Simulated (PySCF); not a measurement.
**Structure from 2D NMR**

Compound of formula C₃H₇NO₂Si. Correlations simulated from computed shifts and the bond graph:

HSQC (one-bond C–H):
```tsv
δH	δC
7.77	151.2
2.10	25.0
```

HMBC (two and three bonds, from the bond graph):
```tsv
δH	δC
7.77	170.2
4.95	151.2
2.10	170.2
```

Carbons without hydrogens: δ 170.2.

Theoretical values (PySCF): geometry from GFN2-xTB, NMR shieldings at PBE0/pcSseg-1/GIAO. One computed conformer, averaged over atoms made equivalent by symmetry, fast rotation or ring inversion, no relativistic terms, no solvent model.

δ = σ(ref) − σ, references computed at the same level: ¹H (σref 31.72), ¹³C (σref 186.93) against TMS.

Exchangeable hydrogens are left out of these lists.

Which molecule is this?

Answers

`O(C(C)=O)/C=N/[SiH3]`.

Atom-mapped SMILES (the numbers label the heavy atoms): `[CH3:1][C:2](=[O:3])[O:4]/[CH:5]=[N:6]/[SiH3:7]` (H(Xn): hydrogen on atom n).

1. δC 170.2 is C2, an ester carbonyl carbon.
2. δC 151.2 is C5, a C=N carbon (δH 7.77).
3. δC 25.0 is C1, a methyl carbon α to a carbonyl (δH 2.10).
4. HMBC from δH 7.77 reaches the proton-free carbon C2.
5. HMBC from δH 2.10 reaches the proton-free carbon C2.

This is the structure that produced the data.

Shifts are as computed. Against solution values, carbons near 30 ppm lie about +3 ppm off and those near 130 ppm about +5 ppm. Of 1211 compounds with measured shifts, 218 miss one by over three times the rms of a fit or turn the order of signals round; such compounds aren't used in these exercises.
